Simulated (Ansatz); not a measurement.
```xyz
7

O     0.7437   -0.2580   -1.0290
In   -0.5133    0.4787    0.6990
F     0.7171   -0.4590    1.8776
F    -0.5883    2.4041    0.7357
F    -1.9960   -0.5270   -0.0567
H     1.4491   -0.8039   -0.6584
H     0.1877   -0.8350   -1.5681
```

Total charge 0; spin multiplicity 1. In: def2 effective core potential.

List the PBE/def2-TZVPP orbital energies in eV (Ansatz 0.2.0). (Best estimate.)

Computed: Occupied: -658.79, -658.73, -658.73, -513.09, -122.56, -80.34, -80.09, -80.08, -28.05, -27.83, -27.73, -27.73, -19.51, -19.51, -19.49, -19.24, -19.23, -15.78, -12.77, -11.14, -10.18, -9.62, -9.53, -8.79, -8.62, -8.58, -8.57, -8.47, -8.45. Lowest empty: -3.23, -1.41, 0.02, 0.17, 1.04, 1.14, 2.25, 3.38.
